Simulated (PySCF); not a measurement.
AsSbSbSb tetrahedron, Sb₃As.
Structure used (PBE0-D3(BJ)/def2-SVP), in Å, numbered top down from 1:
```
atom  x, y, z in Å
As1    1.3216    0.6773    0.5215
Sb2   -1.1864    1.1749   -0.1818
Sb3    0.3940   -0.7429   -1.5103
Sb4   -0.4458   -1.1997    1.1401
```

Computed, not measured: PBE0-D3(BJ)/def2-SVP geometry optimisation, gas phase, def2 core potentials past Kr in PySCF.

Task: Which atoms are bound to Sb2, and at what distances?

Result: 3 atoms: As1 2.652 Å, Sb4 2.817 Å, Sb3 2.818 Å.

Task: List the angles at Sb2.

Result: 
```
      angle  degrees  distance of the outer atoms (Å)
Sb3–Sb2–Sb4     60.0                             2.82
As1–Sb2–Sb4     57.9                             2.65
As1–Sb2–Sb3     57.8                             2.65
```

Task: What is the shape at Sb2?

Result: Pyramidal: angles 60.0°, 57.9° and 57.8°, sum 175.7°, 2.28 Å off the plane of its three neighbours. Some of the bound atoms are bonded to each other.

Task: Give some angles away from the centre.

Result: Sb2–As1–Sb3 64.3°.

Task: What are the rotational constants (commonest isotopes, rigid rotor)?

Result: A = 672.6, B = 672.2, C = 526.6 MHz: an oblate symmetric top.

Point group: C3v (tolerance 0.08 Å). Charge 0, singlet. No frequency check.
